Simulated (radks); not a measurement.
Results of a calculation; reference values are marked as such.
All-electron atom: the lutetium ion Lu3+ in [Xe] 4f14 (the NIST ground configuration). Level of theory: non-relativistic Kohn-Sham, PBE, spin-polarised, spherical densities, point nucleus; relativity is left out, which matters for an element this heavy (a radial shooting solver on a logarithmic mesh with Libxc functionals).

Radial electron density D(r) = 4 pi r^2 rho(r):

| r (bohr) | D(r) (e/bohr) |
|---|---|
| 0.003292 | 21.84 |
| 0.003772 | 26.78 |
| 0.004322 | 32.52 |
| 0.004991 | 39.46 |
| 0.005718 | 46.75 |
| 0.006604 | 55.06 |
| 0.007566 | 63.15 |
| 0.008668 | 71.09 |
| 0.01001 | 78.76 |
| 0.01147 | 84.71 |
| 0.01324 | 89.03 |
| 0.01517 | 90.85 |
| 0.01739 | 90.43 |
| 0.02008 | 88.06 |
| 0.023 | 85.06 |
| 0.02657 | 82.74 |
| 0.03044 | 83.08 |
| 0.03515 | 87.51 |
| 0.04027 | 95.72 |
| 0.04614 | 106.5 |
| 0.05328 | 117.5 |
| 0.06104 | 124.1 |
| 0.0705 | 124.1 |
| 0.08077 | 117.7 |
| 0.09254 | 108.2 |
| 0.1069 | 100.8 |
| 0.1224 | 100.4 |
| 0.1414 | 106.5 |
| 0.162 | 112.8 |
| 0.1871 | 111.5 |
| 0.2143 | 99.15 |
| 0.2456 | 80.12 |
| 0.2836 | 62.97 |
| 0.3249 | 57.22 |
| 0.3753 | 61.51 |
| 0.4299 | 67.37 |
| 0.4926 | 67.00 |
| 0.5688 | 57.49 |
| 0.6517 | 43.78 |
| 0.7527 | 30.25 |
| 0.8623 | 21.48 |
| 0.9879 | 16.46 |
| 1.141 | 13.27 |
| 1.307 | 10.63 |
| 1.51 | 7.647 |
| 1.73 | 4.922 |
| 1.997 | 2.630 |
| 2.288 | 1.233 |
| 2.622 | 0.4854 |
| 3.028 | 0.1460 |
| 3.469 | 0.03712 |
| 4.006 | 0.006556 |
| 4.59 | 0.0009446 |

D(r) has 4 maxima, at r = 0.0158, 0.0656, 0.171, 0.458 bohr, and minima at 0.0281, 0.115, 0.325 bohr, inside which lie 1.95, 11.40, 30.03 electrons.
